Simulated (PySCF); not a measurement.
## Atomic charges by several schemes

Species: C₃H₆N₂OSi.
Geometry (GFN2-xTB, Å), atoms numbered from 1 in this order:
```xyz
13
C3H6N2OSi angstrom
C     -2.544    0.100    0.403
C     -1.204   -0.169   -0.157
N     -0.914   -0.828   -1.231
N      0.428   -0.814   -1.354
C      0.908   -0.151   -0.353
Si     2.704    0.199    0.065
O     -0.090    0.292    0.455
H     -2.808    1.147    0.251
H     -2.549   -0.103    1.471
H     -3.270   -0.529   -0.103
H      3.072   -0.675    1.181
H      3.488   -0.068   -1.133
H      2.774    1.599    0.486
```

Density: PBE0/pcSseg-1 (PySCF); schemes: Mulliken, IAO, Hirshfeld and ESP-fitted. Geometry: GFN2-xTB; no solvent, vibrations or thermal averaging.

Which atoms carry the highest charge in the Mulliken, IAO, Hirshfeld and ESP-fitted schemes?

The schemes don't all agree: Mulliken Si6 (+0.560); IAO Si6 (+0.628); Hirshfeld Si6 (+0.335); ESP-fitted C2 (+0.842).

At which atom do the 4 schemes differ most?

At C2: from +0.137 (Hirshfeld) to +0.842 e (ESP-fitted), 0.705 e apart.

Which atoms carry the lowest charge in the Mulliken, IAO, Hirshfeld and ESP-fitted schemes?

The schemes don't all agree: Mulliken O7 (-0.380); IAO C1 (-0.446); Hirshfeld N3 (-0.159); ESP-fitted C1 (-0.741).

Tabulate the Mulliken, IAO, Hirshfeld and ESP-fitted charges.

In e:

```json
{"atom": "C1", "environment": "benzylic-type carbon", "Mulliken": "-0.151", "IAO": "-0.446", "Hirshfeld": "-0.108", "ESP-fitted": "-0.741"}
{"atom": "C2", "environment": "substituted aromatic carbon", "Mulliken": "+0.195", "IAO": "+0.295", "Hirshfeld": "+0.137", "ESP-fitted": "+0.842"}
{"atom": "N3", "environment": "pyridine-type nitrogen", "Mulliken": "-0.271", "IAO": "-0.228", "Hirshfeld": "-0.159", "ESP-fitted": "-0.434"}
{"atom": "N4", "environment": "pyridine-type nitrogen", "Mulliken": "-0.241", "IAO": "-0.199", "Hirshfeld": "-0.150", "ESP-fitted": "-0.353"}
{"atom": "C5", "environment": "substituted aromatic carbon", "Mulliken": "+0.055", "IAO": "-0.009", "Hirshfeld": "+0.017", "ESP-fitted": "+0.390"}
{"atom": "Si6", "environment": "SiH3 silicon", "Mulliken": "+0.560", "IAO": "+0.628", "Hirshfeld": "+0.335", "ESP-fitted": "+0.312"}
{"atom": "O7", "environment": "furan-type oxygen", "Mulliken": "-0.380", "IAO": "-0.257", "Hirshfeld": "-0.069", "ESP-fitted": "-0.435"}
{"atom": "H8", "environment": "methyl hydrogen", "Mulliken": "+0.150", "IAO": "+0.172", "Hirshfeld": "+0.061", "ESP-fitted": "+0.213"}
{"atom": "H9", "environment": "methyl hydrogen", "Mulliken": "+0.144", "IAO": "+0.170", "Hirshfeld": "+0.059", "ESP-fitted": "+0.216"}
{"atom": "H10", "environment": "methyl hydrogen", "Mulliken": "+0.153", "IAO": "+0.184", "Hirshfeld": "+0.066", "ESP-fitted": "+0.191"}
{"atom": "H11", "environment": "Si–H hydrogen", "Mulliken": "-0.075", "IAO": "-0.109", "Hirshfeld": "-0.066", "ESP-fitted": "-0.067"}
{"atom": "H12", "environment": "Si–H hydrogen", "Mulliken": "-0.061", "IAO": "-0.094", "Hirshfeld": "-0.055", "ESP-fitted": "-0.068"}
{"atom": "H13", "environment": "Si–H hydrogen", "Mulliken": "-0.080", "IAO": "-0.109", "Hirshfeld": "-0.068", "ESP-fitted": "-0.066"}
```

Mean size of the charges over all atoms: ESP-fitted 0.333 e, IAO 0.223 e, Mulliken 0.194 e, Hirshfeld 0.104 e. Each set sums to the total charge, 0, to within 0.001 e. The IAO scheme projects the occupied orbitals on a minimal set of polarised atomic orbitals and counts the electrons in each atom's part of it. The Hirshfeld scheme weights the molecular density at each point by an atom's share of the summed free-atom densities.

Sum the charges by element, for elements with more than one atom.

```json
{"element": "C", "atoms": "3", "Mulliken": "+0.100", "IAO": "-0.160", "Hirshfeld": "+0.046", "ESP-fitted": "+0.490"}
{"element": "N", "atoms": "2", "Mulliken": "-0.512", "IAO": "-0.427", "Hirshfeld": "-0.309", "ESP-fitted": "-0.787"}
{"element": "H", "atoms": "6", "Mulliken": "+0.232", "IAO": "+0.215", "Hirshfeld": "-0.003", "ESP-fitted": "+0.420"}
```

How closely do the schemes follow one another over all atoms?

Correlation coefficient and root-mean-square difference: IAO with Hirshfeld 0.95, 0.155 e; Mulliken with Hirshfeld 0.94, 0.123 e; Mulliken with IAO 0.93, 0.100 e; IAO with ESP-fitted 0.82, 0.240 e; Mulliken with ESP-fitted 0.75, 0.276 e; Hirshfeld with ESP-fitted 0.74, 0.322 e.
